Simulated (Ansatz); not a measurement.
Species: CH$_{5}$O$_{3}$Si (charge 0, doublet). It need not be the lowest isomer of its formula. 
Coordinates optimised at B3LYP-D3(BJ)/def2-TZVP (Ansatz, a first-principles code):
```
Si
O 1 1.6339
H 2 0.9606 1 118.03
O 1 1.6461 2 105.81 3 30.53
H 4 0.9609 1 117.37 2 -159.09
O 1 1.6649 2 115.73 3 -89.57
C 1 1.8587 2 108.08 3 156.21
H 7 1.0894 1 111.89 2 179.68
H 7 1.0900 8 108.85 1 123.17
H 7 1.0933 8 108.90 9 117.99
```
Charge 0, spin multiplicity 2.

Property: atomisation energy (electronic, to ground-state atoms), in kcal/mol. Valence correlation only, unless marked. UHF or UKS for open shells. No spin-orbit coupling. Non-relativistic unless marked X2C. The coupled-cluster limit lacks core correlation, which all-electron functionals hold. Basis-set limits of correlation are two-point, X^-3; Hartree-Fock from the larger set.

| level | program | atomisation energy (kcal/mol) |
|---|---|---|
| BLYP/def2-TZVPD | Ansatz | ? |
| B2GP-PLYP-D3(BJ)/def2-TZVPD | Ansatz + dftd3 | 919.0 |
| X2C-CCSD(T)/cc-pVTZ-DK | Ansatz | 899.5 |
| CCSD(T)/CBS(cc-pV(T+d)Z,cc-pV(Q+d)Z) | Ansatz | ? |

Q: Some entries are withheld; supply them.

A: 
- BLYP/def2-TZVPD, atomisation energy (kcal/mol): 920.4
- CCSD(T)/CBS(cc-pV(T+d)Z,cc-pV(Q+d)Z), atomisation energy (kcal/mol): 935.8
